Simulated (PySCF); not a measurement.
What does the PBE0-D3(BJ)/def2-SVP structure of InChI=1S/C8H8Si/c9-8-5-7(8)6-3-1-2-4-6/h1-5H,9H3 look like in three dimensions?

```xyz
17
C8H8Si angstrom
Si     2.994    0.203    0.013
C      1.450   -0.793   -0.302
C      0.825   -1.896   -0.729
C      0.013   -0.858   -0.235
C     -1.178   -0.294    0.082
C     -1.374    1.026    0.656
C     -2.718    1.204    0.821
C     -3.412    0.014    0.362
C     -2.493   -0.893   -0.083
H      3.046    0.517    1.468
H      2.891    1.461   -0.779
H      4.187   -0.587   -0.400
H      0.924   -2.892   -1.157
H     -0.577    1.729    0.900
H     -3.203    2.092    1.230
H     -4.494   -0.123    0.377
H     -2.684   -1.885   -0.492
```

Orientation and origin are arbitrary. Atoms count from 1 in this order. Si1 (SiH3 silicon) is tetrahedral (angles from 107.7° to 110.8°). The 9 heavy atoms lie in one plane (0.001 Å rms). The 5-membered ring C5–C6–C7–C8–C9 has internal angles of 107.3° to 109.0° (sum 540°, against 540° for a flat polygon); it is planar, 0.00 Å rms from its mean plane, widest ring torsion 0°. The 3-membered ring C2–C3–C4 has internal angles of 56.0° to 63.2°.

Bonds between heavy atoms (Å): Si1–C2 1.864, C2=C3 1.337, C3–C4 1.408, C4=C5 1.355, C5–C6 1.454, C6=C7 1.366, C7–C8 1.452, C8=C9 1.366, C2–C4 1.440, C5–C9 1.454.

Method used: PBE0-D3(BJ)/def2-SVP geometry optimisation, gas phase (PySCF 2.14.0).

Point group: Cs (tolerance 0.08 Å). No frequency check.

On one thread of an Arm Neoverse V1, shared host, this took 3.5 min of wall time and 0.87 GiB of memory at its peak. This is the geometry optimisation.
